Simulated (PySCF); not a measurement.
**Mg (magnesium, neutral) across methods**

[Ne] 3s1 3d1, high-spin 3D determinant (an excited configuration). Calculation: PySCF 2.14, in dyall-av3z (20s13p6d4f, 117 functions); scalar relativity by spin-free X2C-1e.

```
   method  E (hartree)  mean ε 2p β (eV)  mean ε 3s α (eV)  mean ε 3d α (eV)  Σ⟨r²⟩ (bohr²)   ⟨S²⟩
      UHF   -199.68903           -65.104            -9.374            -0.326          41.82  2.000
  LC-wPBE    -200.0544           -55.691            -9.656            -0.730          40.96  2.000
      PBE    -200.0335           -49.836            -6.676             0.572          40.95  2.000
   r2SCAN    -200.1209           -51.277            -6.833             0.682          41.06  2.000
   M06-2X    -200.1199           -57.825            -8.324             0.247          40.84  2.000
BHandHLYP    -200.1382           -57.939            -8.071             0.222          41.12  2.000
      LDA    -199.2031           -49.956            -6.813             0.758          40.72  2.000
     PBE0    -200.0434           -53.942            -7.453             0.271          41.10  2.000
```

The outer electron is Rydberg-like, and this basis confines it to a smaller radius and binds it less than a complete one would.

The highest occupied level is positive at PBE, r2SCAN, M06-2X, BHandHLYP, LDA, PBE0: only the finite basis holds that electron, which in a density functional comes from self-interaction.
